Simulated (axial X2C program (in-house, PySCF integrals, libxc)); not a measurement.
SbF⁺: from the spin-free to the two-component result

Calculated with an in-house all-electron X2C program for linear molecules (integrals from PySCF). Spin-free means the one-electron spin-free X2C Hamiltonian; two-component (2c) means X2C with spin–orbit coupling and atomic mean-field two-electron Coulomb and Gaunt terms, so the difference of the two also holds small scalar two-electron terms. Basis: Sb dyall-cv3z [11s12p8d4f1g], F dyall-av3z [7s6p3d2f] (cores contracted in-house); Gaussian nuclei, density fitting, unrestricted open shells. Masses: Sb 120.904 u, F 18.998 u.

Spin-free state: M_S = 1/2, Λ = 1 (beyond evenly filled blocks: π+α); fragments Sb+ + F.

| level | Re (Å) | ωe (cm⁻¹) | De (eV) | μ (D) |
| --- | --- | --- | --- | --- |
| PBE0 | 1.848 | 723.2 | 4.299 | -2.71 |
| HF | 1.823 | 775.3 | 2.213 | -3.02 |
| CCSD | 1.848 | 734.2 | 4.080 | n/a |
| CCSD(T) | 1.856 | 718.2 | 4.264 | n/a |
| BP86 | 1.876 | 678.4 | 4.785 | -2.55 |

Correlated methods: 11 electrons correlated (number of frozen shells: Sb 4 s, 3 p, 2 d; F 1 s), 257 virtual spin orbitals or spinors in MP2, 90 natural virtuals in coupled cluster.

Dipoles are positive if F is the positive end and refer to the centre of mass.

Task: Within this multiplet, which Ω should lie lowest by the rule for regular and inverted multiplets?

Result: The open π shell holds one electron, so the multiplet is regular: Ω = Λ − 1/2 = 1/2. The PBE0 2c search agrees.

Two-component determinant lowest at the distance of the search:

Ω = 1/2 (⟨Sz⟩ = -0.49, ⟨Lz⟩ = 0.99 at HF); fragments Sb+ + F.

```tsv
level	Re (Å)	ωe (cm⁻¹)	μ (D)
PBE0	1.851	719.3	-2.76
HF	1.825	771.2	-3.06
CCSD	1.851	730.4	n/a
CCSD(T)	1.859	714.7	n/a
BP86	1.878	674.7	-2.60
```

Task: From the two tables, how do the constants change at the CCSD(T) level (2c against spin-free)?

Result: At the CCSD(T) level Re goes up by 0.003 Å and ωe drops by 3.5 cm⁻¹.

The state is a single determinant with fixed occupations, the lowest that a limited PBE0 search found. De is counted from the lowest determinant-based energies of the atoms at the same level, without counterpoise correction. De is not given where an atomic determinant may have missed its ground term or J level, or where the truncated virtual space spoils (T). Density functionals use the spin component along the axis (collinear). CCSD and (T) use frozen natural virtuals with an MP2 correction for the truncation; (T) itself is uncorrected, so its De runs slightly low. The functionals have no current-density term, which raises determinants with orbital currents, atoms included. With the outer-core shells frozen, correlated bond lengths of heavy atoms tend to come out a few hundredths of an ångström too long.
